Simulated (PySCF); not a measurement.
**SnCl₂⁺ + 2 HCl → SnH₂⁺ + 2 Cl₂**

Level: PBE0 in the def2-TZVP basis family, computed in PySCF with density fitting; scalar-relativistic core potentials for atoms from Rb on, none lighter, no spin–orbit coupling; open shells unrestricted.

| species | state and structure | E (Eh) | ZPE (kJ/mol) | H(298 K) − H(0) (kJ/mol) | S° (J/(mol K)) |
| --- | --- | --- | --- | --- | --- |
| SnCl₂⁺ | doublet, C2v, Sn–Cl 2.272 Å (×2); Cl–Sn–Cl 120.0° | -1134.18781 | 5.2 | 13.6 | 310.6 |
| HCl | singlet, C∞v, H–Cl 1.279 Å | -460.66440 | 17.9 | 8.7 | 186.6 |
| SnH₂⁺ | doublet, C2v, Sn–H 1.725 Å (×2); H–Sn–H 120.1° | -215.14424 | 26.0 | 10.2 | 234.0 |
| Cl₂ | singlet, D∞h, Cl–Cl 1.982 Å | -920.08940 | 3.5 | 9.1 | 222.5 |

(1) What is the electronic reaction energy?

(2) Add zero-point, thermal and entropy terms for 298.15 K and 1 bar.

Results:

(1) At PBE0/def2-TZVP, ΔE = 508.2 kJ/mol from the differences of the total energies times 2625.5, uphill. 

(2) ΔZPE = -8.0 and Δ[H(298) − H(0)] = -2.6 kJ/mol give ΔH° = 497.6 kJ/mol. ΔS° = -4.8 J/(mol K), so ΔG° = 497.6 − 298.15 × (-0.0048) = 499 kJ/mol.

Only the bonding shown was studied: isomers, or loss of a ligand pair, can lie lower.
